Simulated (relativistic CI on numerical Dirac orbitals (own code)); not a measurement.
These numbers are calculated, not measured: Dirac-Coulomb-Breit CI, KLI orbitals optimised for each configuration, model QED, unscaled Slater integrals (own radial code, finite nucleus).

Configuration list (outside the closed core [Ne]): 3s²3p⁶3d⁹, 3s²3p⁵3d¹⁰, 3s²3p⁶3d⁸4s, 3s²3p⁶3d⁸4p, 3s3p⁶3d¹⁰, 3s²3p⁶3d⁷4s², 3s²3p⁶3d⁸4d, 3s²3p⁶3d⁷4s4p, 3s²3p⁶3d⁸5s, 3s²3p⁶3d⁷4p², 3s²3p⁶3d⁸4f, 3s²3p⁶3d⁸5p, 3s²3p⁶3d⁷4s4d, 3s²3p⁶3d⁸5d, 3s²3p⁶3d⁷4p4d, 3s²3p⁶3d⁸6s, 3s²3p⁶3d⁸5f, 3s²3p⁶3d⁸5g, 3s²3p⁶3d⁸6p, 3s²3p⁵3d⁹4s, 3s²3p⁶3d⁸6d, 3s²3p⁶3d⁷4d², 3s²3p⁵3d⁸4s², 3s²3p⁵3d⁹4p, 3s²3p⁵3d⁸4s4p, 3s²3p⁴3d¹⁰4s, 3s²3p⁵3d⁸4p², 3s²3p⁴3d¹⁰4p, 3s²3p⁵3d⁹4d, 3s²3p⁵3d⁸4s4d, 3s3p⁶3d⁸4s², 3s3p⁶3d⁹4s, 3s²3p⁵3d⁸4p4d, 3s²3p⁵3d⁹5s, 3s²3p⁵3d⁹4f, 3s²3p⁵3d⁹5p. Levels of other configurations are missing.

At this charge configurations can still be misplaced by up to about 7 % of their energy.

Outline of the computed level scheme of Br IX. Lowest level of each configuration: 3s²3p⁶3d⁹ ²D5/2 at 0.000 eV; 3s²3p⁶3d⁸4s ⁴F9/2 at 80.425 eV; 3s²3p⁶3d⁸4p ⁴D°7/2 at 98.084 eV.

Some strong electric-dipole decays among the lowest 45 levels: 3s²3p⁶3d⁸4p ²D°3/2 → 3s²3p⁶3d⁹ ²D3/2 (3.9e+10 s⁻¹); 3s²3p⁶3d⁸4p ²D°5/2 → 3s²3p⁶3d⁹ ²D5/2 (3.4e+10 s⁻¹); 3s²3p⁶3d⁸4p ²F°5/2 → 3s²3p⁶3d⁹ ²D5/2 (2.8e+10 s⁻¹); 3s²3p⁶3d⁸4p ²D°5/2 → 3s²3p⁶3d⁹ ²D5/2 (2.1e+10 s⁻¹); 3s²3p⁶3d⁸4p ²D°5/2 → 3s²3p⁶3d⁹ ²D5/2 (1.6e+10 s⁻¹); 3s²3p⁶3d⁸4p ⁴P°3/2 → 3s²3p⁶3d⁹ ²D3/2 (1.5e+10 s⁻¹); 3s²3p⁶3d⁸4p ²F°7/2 → 3s²3p⁶3d⁹ ²D5/2 (1.4e+10 s⁻¹); 3s²3p⁶3d⁸4p ²D°3/2 → 3s²3p⁶3d⁹ ²D5/2 (9.4e+09 s⁻¹).

LS names give the leading component of a level, which can be under half, so a name can repeat, a term be missing and a line seem to break the LS rules.
